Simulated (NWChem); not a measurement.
The numbers come from NWChem runs, not from measurements. System: SSi, charge 0, spin multiplicity 1, displaced from the optimised geometry.

The NWChem input:

```
start mol
memory heap 100 mb stack 700 mb global 1900 mb
geometry units angstroms nocenter noautoz noautosym
  Si     0.000000     0.000000     1.034479
  S      0.000000     0.000000    -2.359906
end
basis spherical
  * library cc-pvdz
end
scf
  rhf
  nopen 0
  maxiter 100
  thresh 1e-7
  semidirect memsize 60000000 filesize 0
end
tce
  freeze core 10
  cr-ccsd(t)
  2eorb
  2emet 13
  thresh 1e-6
  maxiter 100
  tilesize 24
end
task tce energy
```

The output up to the point where the run's verdict is printed (cleaned and shortened):

```
             Northwest Computational Chemistry Package (NWChem) 7.3.0
             --------------------------------------------------------

                                NWChem Input Module
                                -------------------

 Scaling coordinates for geometry "geometry" by  1.889725989
 (inverse scale =  0.529177249)

                             Geometry "geometry" -> ""
                             -------------------------

 Output coordinates in angstroms (scale by  1.889725989 to convert to a.u.)

  No.       Tag          Charge          X              Y              Z
 ---- ---------------- ---------- -------------- -------------- --------------
    1 Si                  14.0000     0.00000000     0.00000000     1.03447900
    2 S                   16.0000     0.00000000     0.00000000    -2.35990600

 Effective nuclear repulsion energy (a.u.)      34.9211134789

            Nuclear Dipole moment (a.u.)
            ----------------------------
        X                 Y               Z
 ---------------- ---------------- ----------------
     0.0000000000     0.0000000000   -43.9848652677


 Summary of "ao basis" -> "" (spherical)
 ------------------------------------------------------------------------------
       Tag                 Description            Shells   Functions and Types
 ---------------- ------------------------------  ------  ---------------------
 *                          cc-pvdz                   on all atoms

 Summary of "ao basis" -> "ao basis" (spherical)
 ------------------------------------------------------------------------------
       Tag                 Description            Shells   Functions and Types
 ---------------- ------------------------------  ------  ---------------------
 Si                         cc-pvdz                  8       18   4s3p1d
 S                          cc-pvdz                  8       18   4s3p1d

                                 NWChem SCF Module
                                 -----------------

  ao basis        = "ao basis"
  functions       =    36
  atoms           =     2
[...]
   43   0.0006903777899  -0.2025586685552     0.0     0.0
   44   0.0007323092301  -0.2025911257267     0.0     0.0
   45   0.0007833132008  -0.2026234101777     0.0     0.0
   46   0.0004993216043  -0.2024579056751     0.0     0.0
   47   0.0004423120004  -0.2024753935586     0.0     0.0
   48   0.0004376177790  -0.2024946149253     0.0     0.0
   49   0.0004499861385  -0.2025146886393     0.0     0.0
   50   0.0004861699459  -0.2025349922524     0.0     0.0
   51   0.0004037613514  -0.2024394465753     0.0     0.0
   52   0.0003779878686  -0.2024569494685     0.0     0.0
   53   0.0003667167807  -0.2024732267238     0.0     0.0
   54   0.0003734868506  -0.2024903833475     0.0     0.0
   55   0.0003978660197  -0.2025070316566     0.0     0.0
   56   0.0002134849170  -0.2024132922126     0.0     0.0
   57   0.0001424587404  -0.2024197747301     0.0     0.0
   58   0.0001430769183  -0.2024249403312     0.0     0.0
   59   0.0001406506408  -0.2024313952573     0.0     0.0
   60   0.0001513796923  -0.2024377320493     0.0     0.0
   61   0.0001362657569  -0.2024142119105     0.0     0.0
   62   0.0001331004974  -0.2024199903261     0.0     0.0
   63   0.0001303926430  -0.2024259956105     0.0     0.0
   64   0.0001366824920  -0.2024319409213     0.0     0.0
   65   0.0001459096929  -0.2024380042272     0.0     0.0
   66   0.0000556159366  -0.2024019519475     0.0     0.0
   67   0.0000389669561  -0.2024022041391     0.0     0.0
   68   0.0000306771200  -0.2024036443936     0.0     0.0
   69   0.0000328178180  -0.2024048894088     0.0     0.0
   70   0.0000344412172  -0.2024063006793     0.0     0.0
   71   0.0000268557375  -0.2024002444248     0.0     0.0
   72   0.0000278652431  -0.2024011933554     0.0     0.0
   73   0.0000261465237  -0.2024024918424     0.0     0.0
   74   0.0000278812691  -0.2024036471256     0.0     0.0
   75   0.0000296659439  -0.2024048804596     0.0     0.0
   76   0.0000168914404  -0.2023987517149     0.0     0.0
   77   0.0000153556061  -0.2023990486180     0.0     0.0
   78   0.0000138499898  -0.2023996654079     0.0     0.0
   79   0.0000148095974  -0.2024002660763     0.0     0.0
   80   0.0000157219202  -0.2024008950473     0.0     0.0
   81   0.0000118437735  -0.2023981374719     0.0     0.0
   82   0.0000125663621  -0.2023985567883     0.0     0.0
   83   0.0000117483945  -0.2023991362466     0.0     0.0
   84   0.0000125514725  -0.2023996604473     0.0     0.0
   85   0.0000133856989  -0.2024002114386     0.0     0.0
   86   0.0000078652384  -0.2023973125509     0.0     0.0
   87   0.0000065651770  -0.2023974547078     0.0     0.0
   88   0.0000060734261  -0.2023977257786     0.0     0.0
   89   0.0000063201709  -0.2023979788909     0.0     0.0
   90   0.0000066945458  -0.2023982585224     0.0     0.0
   91   0.0000050456355  -0.2023971604850     0.0     0.0
   92   0.0000054101793  -0.2023973463386     0.0     0.0
   93   0.0000050955364  -0.2023975889639     0.0     0.0
   94   0.0000054352789  -0.2023978184053     0.0     0.0
   95   0.0000058314522  -0.2023980531509     0.0     0.0
   96   0.0000037063167  -0.2023967940024     0.0     0.0
   97   0.0000031900002  -0.2023969021206     0.0     0.0
   98   0.0000031271542  -0.2023970296300     0.0     0.0
   99   0.0000031683758  -0.2023971665531     0.0     0.0
  100   0.0000033920416  -0.2023973055076     0.0     0.0
  0 ga offset                   0 size_xx_perproc                 105mx    1
 WRITE TENSOR
  filename: ./mol.t1amp.000000
  unit nr:       79
  file size:            105
  rec_mem (KB):     2048
  rec_size:         262144
  number of tasks:            1
  0 ga offset                   0 size_xx_perproc               22050mx    1
 WRITE TENSOR
  filename: ./mol.t2amp.000000
  unit nr:       80
  file size:          22050
  rec_mem (KB):     2048
  rec_size:         262144
  number of tasks:            1
 ------------------------------------------------------------------------
```

Convergence was not reached. The next line reads: ccsd_energy_loc: maxiter exceeded 101. NWChem stopped with the message: ccsd_energy_loc: maxiter exceeded 101.
